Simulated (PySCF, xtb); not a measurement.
Sb(Cl)2(OMe) (CH₃Cl₂OSb), SMILES C[O][Sb]([Cl])[Cl]. The values are those of a single conformer.

Harmonic wavenumbers (cm⁻¹) from GFN2-xTB (xtb) at its own minimum, in rising order: 77, 106, 116, 131, 179, 270, 297, 318, 416, 1042, 1128, 1129, 1405, 1469, 1477, 2952, 2958, 2994.

What does PySCF with PBE-D3(BJ)/def2-SVP give at its own minimum? (The exact figures need the calculation; the answer reports its results.)

77, 107, 111, 128, 192, 282, 339, 350, 529, 1049, 1123, 1132, 1399, 1405, 1426, 2932, 3014, 3047. Paired by order, the mean absolute difference is 27 cm⁻¹ and the zero-point energies are 26.4 and 26.7 kcal/mol.
